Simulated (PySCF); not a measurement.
Al(All)(H)(Me) (C₄H₉Al), SMILES C(=C)[CH2][AlH][CH3]. Atoms are numbered in the order given.

```xyz
14

Al     0.7680    -0.1451     0.4503
C     -0.5266    -1.3936    -0.4603
C     -1.0162    -0.1066    -0.9790
C     -0.3264     0.7352    -1.8005
H     -1.2647    -1.9752     0.1012
H      0.0296    -2.0051    -1.1841
H     -1.9155     0.3013    -0.4975
H      0.5623     0.4052    -2.3476
H     -0.6989     1.7390    -2.0156
H      2.2131    -0.1357    -0.1950
C      0.2860     0.8389     2.0766
H      0.6488     1.8804     2.0496
H      0.7439     0.3682     2.9651
H     -0.8028     0.8648     2.2487
```

Geometry optimised at B3LYP-D3(BJ)/def2-SVP. The structure was generated by enumeration; whether it is a known compound was not checked. The values are those of a single conformer.

Two levels are set side by side: PBE/pcSseg-1 (PySCF) and PBE0/pcSseg-1 (PySCF). GIAO shifts against TMS (¹H), TMS (¹³C) at the same level; non-relativistic, no solvent, atoms listed together averaged. Differences are taken from unrounded values.

| quantity | PBE0 | PBE | PBE minus PBE0 |
|---|---|---|---|
| δ(¹³C) of C2 (ppm) | 28.3 | 31.1 | 2.9 |
| δ(¹³C) of C3 (ppm) | 147.7 | 144.1 | -3.6 |
| δ(¹³C) of C4 (ppm) | 110.3 | 107.9 | -2.4 |
| δ(¹H) of H7 (ppm) | 6.57 | 6.48 | -0.09 |
| δ(¹H) of H10 (ppm) | 3.96 | 4.11 | 0.15 |
| δ(¹³C) of C11 (ppm) | -11.7 | -11.9 | -0.2 |

Rough cost on one machine, each run with all the roots and properties that it gave: PBE0 against PBE within a factor of 2.
